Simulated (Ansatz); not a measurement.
Frontier orbitals of BrGaH₄N₂ (`[NH2][Ga]([NH2])[Br]`).

```
atom    x (Å)    y (Å)    z (Å)
  N1  -1.2580   1.0558  -0.1626
 Ga2  -0.0347  -0.1388   0.4266
  N3   1.3170  -0.8197  -0.5633
 Br4  -0.2114  -0.8451   2.5973
  H5  -1.1067   1.6013  -0.9946
  H6  -1.8415   1.5402   0.4986
  H7   1.3153  -0.7674  -1.5682
  H8   1.8200  -1.6263  -0.2338
```

Charge 0, multiplicity 1. Correlated methods include outer-core shells of Br, Ga, which these sets cover unevenly. Scalar relativity is left out up to krypton. All single points use the PBE0-D4/def2-TZVP geometry. It is one conformer, not always the lowest. Basis def2-TZVPP, Ansatz 0.2.0.

Orbital energies of one run (eV). Highest occupied ones, from the top: -6.27, -6.74, -7.28, -7.63, -8.72, -9.75, -11.94, -12.35, -12.50, -19.36, -20.56, -20.65, -20.96, -21.06. Empty: -1.11, -0.37, 0.81, 0.84, 2.03, 2.63.

Question: Which functional gave them?
A. B3LYP
B. B97M-V
C. ωB97X-V
D. ωB97M-V

Answer: B. HOMO energies: B97M-V -6.27, ωB97X-V -9.84, B3LYP -7.10, ωB97M-V -9.74 eV.

B3LYP here is the variant with VWN-RPA as its local correlation; programs differ in this.
